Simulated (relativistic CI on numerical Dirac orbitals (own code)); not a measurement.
**What each ingredient does to the levels of Au³¹⁺**

Base calculation: Dirac-Coulomb-Breit CI, KLI orbitals optimised for each configuration, model QED (radiative potential, 1s self-energy scaled to tabulated hydrogen-like ionisation energies), unscaled Slater integrals.

Configurations in the expansion (outside the closed core [Ar] 3d10): 4s²4p⁶4d¹⁰4f², 4s²4p⁶4d⁹4f³, 4s²4p⁶4d¹⁰4f5s, 4s²4p⁶4d¹⁰4f5p, 4s²4p⁶4d¹⁰5s², 4s²4p⁵4d¹⁰4f³, 4s²4p⁶4d¹⁰5s5p, 4s²4p⁶4d¹⁰4f5d, 4s²4p⁶4d¹⁰5p², 4s4p⁶4d¹⁰4f³, 4s²4p⁶4d¹⁰5s5d, 4s²4p⁶4d⁹4f²5s, 4s²4p⁶4d¹⁰4f5f, 4s²4p⁶4d¹⁰5p5d, 4s²4p⁶4d⁹4f²5p, 4s²4p⁶4d¹⁰4f6s, 4s²4p⁶4d¹⁰4f5g, 4s²4p⁶4d¹⁰5d², 4s²4p⁶4d¹⁰4f6p, 4s²4p⁶4d¹⁰4f6d, 4s²4p⁵4d¹⁰4f²5s, 4s²4p⁶4d¹⁰4f6g, 4s²4p⁶4d¹⁰4f7s, 4s4p⁶4d¹⁰4f5s², 4s4p⁶4d¹⁰4f5p². Double excitations out of closed p, d and f shells are left out; levels of such configurations are missing from the list, as are those of other unlisted configurations, and high levels can miss mixing partners.

The lowest level and the first level of each name with at least 55 % of one term (blank where a level has no safe partner in the second run):

| Level | Base (cm⁻¹) | Shift (cm⁻¹) |
| --- | --- | --- |
| 4s²4p⁶4d¹⁰4f² ³H4 | 0 | 0 |
| 4s²4p⁶4d¹⁰4f² ³F2 | 24046 | +1414 |
| 4s²4p⁶4d¹⁰4f² ³H5 | 41422 | +20 |
| 4s²4p⁶4d¹⁰4f² ³F3 | 57166 | +1067 |
| 4s²4p⁶4d¹⁰4f² ³H6 | 73649 | +273 |
| 4s²4p⁶4d¹⁰4f² ³P0 | 92462 | +3506 |
| 4s²4p⁶4d¹⁰4f² ³F4 | 103433 | +515 |
| 4s²4p⁶4d¹⁰4f² ³P1 | 114526 | +3668 |
| 4s²4p⁶4d¹⁰4f² ¹I6 | 121084 | +1690 |
| 4s²4p⁶4d¹⁰4f² ³P2 | 147726 | +3394 |
| 4s²4p⁶4d¹⁰4f² ¹S0 | 235524 | +1965 |
| 4s²4p⁶4d¹⁰4f5s ³F°2 | 1591286 | +14926 |
| 4s²4p⁶4d¹⁰4f5s ³F°3 | 1595070 | +14859 |
| 4s²4p⁶4d¹⁰4f5s ³F°4 | 1637463 | +14765 |

At this charge energies of transitions that change n are usually good to better than 1 %, and those within a shell (Δn = 0) to a few per cent. Terms inside the open d or f shell come out 10 to 20 % too wide with unscaled integrals.

One thing was changed in a second run, which moved the levels as shown. Which?
A. only the first 3 configurations
B. Breit term removed
C. one mean potential for all configurations
D. QED terms removed

A. Only the first 3 configurations. With fewer configurations the levels that remain lose their mixing partners.

LS names give the leading component of a level, which can be under half, so a name can repeat, a term be missing and a line seem to break the LS rules.
